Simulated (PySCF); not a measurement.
Spectrum to structure. The calculation used PySCF 2.14.0, density-fitted response routines, TDDFT CAM-B3LYP/def2-SVPD, vertical, gas phase, core orbitals frozen in the response. Geometries: PBE0-D3(BJ)/def2-SVP, one conformer each.

```
state  E (eV)       f  main configurations (H = HOMO, L = LUMO)
   S1    4.95  0.0000                               H-1→L (96%)
   S2    5.93   0.207                                 H→L (92%)
   S3    5.94  0.0001                               H-3→L (92%)
   S4    6.21   0.029  H-2→L (62%), H-1→L+2 (20%), H-3→L+2 (9%)
   S5    6.77   0.034                               H→L+1 (83%)
   S6    6.81  0.0022                             H-2→L+2 (76%)
   S7    7.36  0.0001                 H→L+2 (88%), H-2→L+2 (9%)
   S8    7.56   0.028                             H-1→L+1 (76%)
   S9    7.96  0.0018                  H→L+4 (71%), H→L+3 (19%)
  S10    8.01   0.099              H-1→L+2 (58%), H-3→L+2 (16%)
```

Orbital energies (eV): HOMO-3 -10.27, HOMO-2 -9.91, HOMO-1 -9.13, HOMO -8.63, LUMO 0.15, LUMO+1 1.10, LUMO+2 1.72.

Problem. Which structure fits? All have the formula C5H7NO.
A. `N#C[C@H]1CCOC1`
B. `CC#CCC(N)=O`
C. `C#CC(=O)N(C)C`

Solution. C. Its S1, at 4.95 eV, is the lowest among the candidates; the nearest of the others has S1 at 5.77 eV. S1 is HOMO-1→LUMO (96%). Löwdin shares by element: HOMO nitrogen 43%, oxygen 22%, carbon 14% or more (atoms not listed hold the other 21%); LUMO carbon 63% or more, oxygen 17% (atoms not listed hold the other 20%). At the same level the other candidates give, for their lowest levels:
- `N#C[C@H]1CCOC1`: 7.38 eV (f 0.003); 7.59 eV (f 0.001); 7.89 eV (f 0.008); 7.90 eV (f 0.006); 8.16 eV (f 0.047); HOMO -9.60, LUMO 0.91 eV
- `CC#CCC(N)=O`: 5.77 eV (f 0.000); 6.42 eV (f 0.001); 6.73 eV (f 0.005); 6.79 eV (f 0.003); 6.82 eV (f 0.004); HOMO -8.61, LUMO 0.97 eV

Conformer computed: `[CH:1]#[C:2][C:3](=[O:4])[N:5]([CH3:6])[CH3:7]`: C2–C3–N5–C6 0°.
